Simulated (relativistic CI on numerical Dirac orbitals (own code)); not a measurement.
# Energy levels of Hf4+

Calculated at this level of theory: Dirac-Coulomb-Breit CI, orbitals from a KLI potential per configuration, QED by a radiative potential, valence Slater integrals scaled by 0.85, P86 correlation estimate, and configurations built on the next ion tied to the tabulated ionisation energy (semi-empirical) (own radial code, finite nucleus).

Configurations in the expansion (outside the closed core [Kr] 4d10): 4f¹⁴5s²5p⁶, 4f¹³5s²5p⁶5d, 4f¹³5s²5p⁶6s, 4f¹³5s²5p⁶6p, 4f¹³5s²5p⁶6d, 4f¹³5s²5p⁶7s, 4f¹³5s²5p⁶5f, 4f¹³5s²5p⁶6f, 4f¹²5s²5p⁶5d², 4f¹⁴5s²5p⁵5d, 4f¹⁴5s²5p⁴5d², 4f¹⁴5s²5p⁵5f, 4f¹⁴5s²5p⁵5g, 4f¹⁴5s²5p⁵6s, 4f¹⁴5s5p⁶5d, 4f¹³5s²5p⁵5d², 4f¹²5s²5p⁶5f², 4f¹³5s²5p⁶7p, 4f¹⁴5s²5p⁵6p, 4f¹²5s²5p⁶5d6s, 4f¹³5s²5p⁶5g, 4f¹³5s²5p⁶7d, 4f¹²5s²5p⁶5d5f, 4f¹²5s²5p⁶5g². Levels of other configurations are missing.

| No. | Configuration | Term | J | E (cm⁻¹) | % | Next component (%) | jj configuration (%) |
| --- | --- | --- | --- | --- | --- | --- | --- |
| 41 | 4f¹³5s²5p⁶6p | ³F | 2 | 301033 | 63 | 28 ³D | 4f5/2^5 4f7/2^8 6p3/2 (98) |
| 42 | 4f¹³5s²5p⁶6p | ³F | 3 | 301762 | 53 | 27 ¹F | 4f5/2^5 4f7/2^8 6p3/2 (99) |
| 43 | 4f¹⁴5s²5p⁵5d‡ | ¹D° | 2 | 301877 | 52 | 28 ³F° | 5p3/2^3 5d3/2 (57) |
| 44 | 4f¹⁴5s²5p⁵5d‡ | ³D° | 3 | 309313 | 63 | 37 ¹F° | 5p3/2^3 5d5/2 (98) |
| 45 | 4f¹⁴5s²5p⁵5d‡ | ³D° | 1 | 332361 | 70 | 17 ¹P° | 5p3/2^3 5d5/2 (55) |
| 46 | 4f¹⁴5s²5p⁵6s‡ | ³P° | 2 | 343950 | 98 | 1 4f¹⁴5s²5p⁵5d ³D° | 5p3/2^3 6s (98) |
| 47 | 4f¹⁴5s²5p⁵6s‡ | ¹P° | 1 | 347588 | 62 | 35 ³P° | 5p3/2^3 6s (98) |
| 48 | 4f¹²(3H)5d²(3F)‡ | ⁵D | 4 | 349295 | 74 | 17 ⁵F | 4f7/2^6 5d3/2^2 (64) |
| 49 | 4f¹²(3H)5d²(3F)‡ | ⁵H | 6 | 352363 | 37 | 21 ³H | 4f7/2^6 5d3/2^2 (80) |
| 50 | 4f¹²(3H)5d²(3F)‡ | ⁵F | 5 | 352767 | 35 | 31 ⁵G | 4f7/2^6 5d3/2^2 (74) |
| 51 | 4f¹²(3H)5d²(3F)‡ | ⁵I | 7 | 354205 | 36 | 26 ⁵H | 4f7/2^6 5d3/2^2 (58) |
| 52 | 4f¹²(3H)5d²(3F)‡ | ³L | 8 | 354979 | 36 | 23 ⁵L | 4f7/2^6 5d3/2^2 (79) |
| 53 | 4f¹²(1G)5d²(3F)‡ | ³P | 2 | 357493 | 34 | 16 ⁵P | 4f7/2^6 5d3/2^2 (75) |
| 54 | 4f¹²(3H)5d²(3P)‡ | ⁵H | 7 | 357564 | 54 | 18 ³I | 4f7/2^6 5d3/2 5d5/2 (54) |
| 55 | 4f¹²(3H)5d²(3F)‡ | ⁵D | 3 | 357730 | 57 | 25 ⁵F | 4f7/2^6 5d3/2 5d5/2 (60) |
| 56 | 4f¹²(3H)5d²(3F)‡ | ⁵F | 5 | 357874 | 32 | 21 ⁵H | 4f7/2^6 5d3/2 5d5/2 (54) |
| 57 | 4f¹²(3H)5d²(3F)‡ | ⁵G | 4 | 358223 | 27 | 15 ³G | 4f7/2^6 5d3/2 5d5/2 (57) |
| 58 | 4f¹²(3H)5d²(3F)‡ | ⁵L | 9 | 358313 | 57 | 32 ³L | 4f7/2^6 5d3/2 5d5/2 (91) |
| 59 | 4f¹²(3H)5d²(3F)‡ | ⁵I | 8 | 358741 | 70 | 17 ⁵K | 4f7/2^6 5d3/2 5d5/2 (77) |
| 60 | 4f¹²(3H)5d²(3F)‡ | ⁵G | 6 | 359256 | 53 | 14 ³I | 4f7/2^6 5d3/2 5d5/2 (76) |
| 61 | 4f¹⁴5s²5p⁵5d‡ | ³F° | 2 | 359470 | 67 | 26 ¹D° | 5p1/2 5p3/2^4 5d3/2 (98) |
| 62 | 4f¹²(1G)5d²(3F)‡ | ³H | 4 | 360745 | 19 | 18 ³G | 4f7/2^6 5d3/2^2 (67) |
| 63 | 4f¹²(3F)5d²(3F)‡ | ⁵D | 3 | 360775 | 19 | 17 ⁵F | 4f7/2^6 5d3/2^2 (86) |
| 64 | 4f¹²(3H)5d²(3F)‡ | ⁵L | 10 | 361035 | 90 | 10 ³M | 4f7/2^6 5d5/2^2 (48) |
| 65 | 4f¹²(1G)5d²(3F)‡ | ³K | 6 | 361414 | 21 | 20 ³I | 4f7/2^6 5d3/2^2 (82) |
| 66 | 4f¹²5s²5p⁶5d²‡ | ³G | 5 | 361483 | 22 | 18 ³H | 4f7/2^6 5d3/2^2 (54) |
| 67 | 4f¹²(3H)5d²(3F)‡ | ³K | 7 | 362461 | 20 | 17 ³I | 4f7/2^6 5d3/2 5d5/2 (74) |
| 68 | 4f¹³5s²5p⁶6d | ³P° | 2 | 362817 | 75 | 18 ³D° | 4f7/2^7 6d3/2 (85) |
| 69 | 4f¹²(3H)5d²(3P)‡ | ³H | 6 | 363013 | 31 | 19 ⁵H | 4f7/2^6 5d3/2 5d5/2 (59) |
| 70 | 4f¹²(3H)5d²(3F)‡ | ³K | 8 | 363702 | 33 | 23 ⁵K | 4f7/2^6 5d3/2 5d5/2 (62) |

Energies count from the lowest computed level; ° marks odd parity. Percentages are summed over parent terms; the parents shown are those of the largest component, closed shells are left out there. Filled j subshells are mostly left out of the jj labels. ‡ marks configurations that were not tied to measured data.

The mean weight of the leading LS term, summed over parents, in these 30 levels is 49 %, and that of the leading jj configuration (from the same eigenvectors) 74 %, so jj coupling describes them better and the LS labels are nominal.

Configurations that consist of the next ion and one excited electron were tied to the tabulated ionisation energy; Rydberg ones are usually within 1,000 to 3,000 cm⁻¹ and the lowest ones within about 6,000 (9,000 in d shells), while levels on excited terms of the next ion carry the error of that term, and the other configurations can be misplaced by 10,000 cm⁻¹ or more. Rates follow the energies as ν³ (E1, M1) or ν⁵ (E2), so rates, branching and lifetimes can be off by large factors. Levels and lines within the n = 5 or 6 shells can be off by up to 10 % or somewhat more, and those that change n by about 2 %, since core polarisation is missing. Levels that differ in their count of f electrons can be misplaced by several ten thousand cm⁻¹, since the correlation energy of f electrons is missing or only estimated; rates across such gaps can be off by orders of magnitude.

LS names give the leading component of a level, which can be under half, so a name can repeat, a term be missing and a line seem to break the LS rules.
